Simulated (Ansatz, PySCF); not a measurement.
Complex: H2S (SMILES S) (first 3 atoms) with CHN (SMILES C#N); geometry from B3LYP-D3(BJ)/def2-TZVP, rigid monomers moved along the line of their centres of mass till H2···N5 is 3.33 Å.
(charge 0, multiplicity 1):
```xyz
6

S      0.219     0.023    -0.802
H      0.311    -0.050     0.537
H     -0.011    -1.294    -0.923
C      0.649    -0.137     4.994
N      0.548    -0.192     3.855
H      0.743    -0.087     6.056
```

Interaction energies are E(AB) − E(A) − E(B) at the monomers' geometry in the complex; basis-set methods are counterpoise corrected.

Cores are frozen in the correlated methods.

Codes used: Ansatz (Gaussian orbitals); PySCF for the dispersion terms. Values without a source in brackets are computed.

Question: Predict the interaction energy from r2SCAN-D3(BJ)/def2-TZVPPD.

Answer: -1.1 kcal/mol

Ansatz is an electronic-structure program.
